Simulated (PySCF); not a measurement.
# MH₄ across the fourth-period p block

Level: PBE0, basis family def2-TZVP, no relativity.

Each entry is the lowest minimum that a search over a few typed start shapes (and spin states, where more than one is plausible) found, or that minimum re-optimised at the stated level; isomers with ligand–ligand bonds, or fragments after loss of a ligand pair, can lie lower. Open shells are unrestricted; no spin–orbit coupling; PySCF with density fitting.

```
molecule  2S+1  point group  mean bond to the central atom (Å)  polar-tensor charge of the central atom  distinct angles (°)  highest ω (cm⁻¹)  atomisation (kJ/mol)
    GeH₄     1           Td                              1.534                                     0.90                  109              2174                  1205
    AsH₄     2          C2v                              1.582                                     0.69            92/97/173              2281                   925
    SeH₄     1          C4v                              1.545                                     0.98               85/145              2113                   825
```

Left out of the table are members whose search was unfinished or whose lowest solution was spin-contaminated, unstable, very soft or bonded differently.
